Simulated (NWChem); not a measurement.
Molecule: WS2Cl2; SMILES [S]=[W](=[S])([Cl])[Cl]

Results from NWChem. All runs use the structure optimised with PBE0/def2-SVP. def2 effective core potentials on W; no spin-orbit coupling. Level M06-L/def2-SVP: energy and gradient on several grids; changes count from the extra-fine grid, which is no exact limit either.

```tsv
grid	size of the energy change (μHa)	largest change of a gradient component (μHa/bohr)
xcoarse	1000	200
coarse	200	100
medium	< 10	< 30
fine	< 10	< 30
xfine	< 10	< 30
```
